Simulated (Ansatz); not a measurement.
**F3PSi: where a starting geometry ends**

The starting geometry of this gas-phase triplet was optimised with GFN2-xTB as a singlet.

```yaml
atoms:
  - { symbol: F, position_ang: [-0.0425, -1.5522, -1.3313] }
  - { symbol: F, position_ang: [-1.0709, -0.8379, 0.7161] }
  - { symbol: F, position_ang: [2.3690, 1.0151, 0.3551] }
  - { symbol: P, position_ang: [0.4375, -1.2254, 0.2026] }
  - { symbol: Si, position_ang: [0.8852, 0.9791, -0.3445] }
```

Predict what becomes of its bonds when it is optimised with B3LYP-D3(BJ)/def2-SVP.

It keeps its bonds.

The energy falls by 0.31 eV over 7 steps:

| step | E − E(last) (eV) |
| --- | --- |
| 1 | 0.310 |
| 2 | 0.059 |
| 3 | 0.007 |
| 4 | 0.000 |
| 5 | 0.000 |
| 6 | 0.000 |
| 7 | 0.000 |

Final geometry (Å):

```json
{"atom": "F", "x (Å)": "-0.1337", "y (Å)": "-1.6994", "z (Å)": "-1.3200"}
{"atom": "F", "x (Å)": "-1.1467", "y (Å)": "-0.9823", "z (Å)": "0.7274"}
{"atom": "F", "x (Å)": "2.5004", "y (Å)": "1.1480", "z (Å)": "0.3865"}
{"atom": "P", "x (Å)": "0.3415", "y (Å)": "-1.1553", "z (Å)": "0.1245"}
{"atom": "Si", "x (Å)": "1.0168", "y (Å)": "1.0678", "z (Å)": "-0.3204"}
```

Frequencies at the end are all real (lowest 50 cm⁻¹). Open shells are spin-unrestricted. The triplet needn't be the ground state. Run with Ansatz 0.2.0, 18 s on 1 thread of Intel(R) Xeon(R) 6975P-C (Granite Rapids), with other jobs on the host.
